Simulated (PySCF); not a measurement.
Compound: C7H11NS.
SMILES with atom numbers: `[CH3:1][C:2]([CH3:3])([CH3:4])[c:5]1[cH:6][n:7][s:8][cH:9]1` (hydrogens: H10, H11, H12 on C1; H13, H14, H15 on C3; H16, H17, H18 on C4; H19 on C6; H20 on C9)

Method: PBE0-D3(BJ)/def2-SVP geometry optimisation, gas phase (PySCF 2.14.0); density fitting, grid level 1; the optimiser is geomeTRIC in internal coordinates, started from a GFN2-xTB structure.

Step 0: E = -19739.8700 eV
```
atom  x, y, z in Å  |  force x, y, z in eV/Å
C1     -1.1382   -1.0695   -0.8073    0.210   0.410   0.248
C2     -0.5171    0.0656    0.0170   -0.204   0.093  -0.019
C3     -0.9347   -0.0726    1.4869    0.146   0.089  -0.492
C4     -1.0144    1.4082   -0.5224    0.220  -0.528   0.210
C5      0.9839   -0.0310   -0.0737   -0.296   0.190  -0.058
C6      1.7384   -1.1553    0.3476    0.275   0.179  -0.105
N7      3.0315   -1.0816    0.2019    0.632  -0.846   0.309
S8      3.4624    0.3476   -0.4556   -0.246   0.375  -0.144
C9      1.8470    0.9121   -0.5586    0.545  -0.056  -0.016
H10    -2.2235   -1.0066   -0.7698   -0.475  -0.023   0.010
H11    -0.8238   -1.0001   -1.8466    0.102  -0.010  -0.420
H12    -0.8370   -2.0407   -0.4230    0.094  -0.439   0.123
H13    -0.4744    0.7091    2.0880    0.162   0.288   0.270
H14    -0.6325   -1.0362    1.8894    0.102  -0.389   0.220
H15    -2.0155    0.0141    1.5769   -0.465   0.006   0.079
H16    -2.0981    1.4587   -0.4456   -0.444   0.055   0.015
H17    -0.5940    2.2333    0.0479    0.151   0.386   0.210
H18    -0.7411    1.5293   -1.5681    0.092   0.103  -0.444
H19     1.3310   -2.0559    0.7737   -0.303  -0.539   0.262
H20     1.6448    1.8822   -0.9618   -0.297   0.657  -0.258
```

Q: Estimate the geometry and energy of step 1. (The exact step hangs on the optimiser's Hessian estimate; all steps are aligned on step 0, rigid shifts and turns removed.)

A: E = -19739.9412 eV, largest force 0.173 eV/Å
```
atom  x, y, z in Å  |  force x, y, z in eV/Å
C1     -1.1410   -1.0663   -0.8051   -0.028  -0.065  -0.046
C2     -0.5149    0.0669    0.0166    0.023  -0.007   0.002
C3     -0.9377   -0.0681    1.4843   -0.018  -0.012   0.080
C4     -1.0066    1.4070   -0.5241   -0.040   0.075  -0.029
C5      0.9951   -0.0314   -0.0743    0.027   0.008  -0.004
C6      1.7601   -1.1669    0.3463   -0.134  -0.095   0.053
N7      3.0609   -1.1112    0.2073    0.027   0.063  -0.034
S8      3.4669    0.3512   -0.4573    0.095   0.012  -0.011
C9      1.8601    0.9217   -0.5593   -0.050   0.013  -0.004
H10    -2.2412   -1.0180   -0.7551    0.026   0.004   0.005
H11    -0.8424   -0.9976   -1.8629   -0.007   0.000   0.021
H12    -0.8324   -2.0558   -0.4327   -0.008   0.027  -0.009
H13    -0.4913    0.7296    2.0985   -0.009  -0.013  -0.014
H14    -0.6236   -1.0344    1.9092   -0.008   0.026  -0.011
H15    -2.0341   -0.0012    1.5781    0.024  -0.003  -0.008
H16    -2.1044    1.4643   -0.4531    0.030   0.001  -0.004
H17    -0.5911    2.2514    0.0491   -0.008  -0.023  -0.011
H18    -0.7336    1.5407   -1.5832   -0.004  -0.008   0.026
H19     1.3261   -2.0775    0.7766    0.031   0.049  -0.025
H20     1.6200    1.9064   -0.9620    0.031  -0.052   0.022
```

The energy changes by -0.0711 eV. The first-order estimate −F·Δx gives -0.1526 eV and the mean of the old and new forces, exact on a quadratic surface, -0.0713 eV. The step makes an angle of 48° with the force vector and moves no atom by more than 0.042 Å.

The cost below is that of the whole optimisation. Cost: about 4 min of CPU time on one thread; the machine was shared, so the figure is rough.
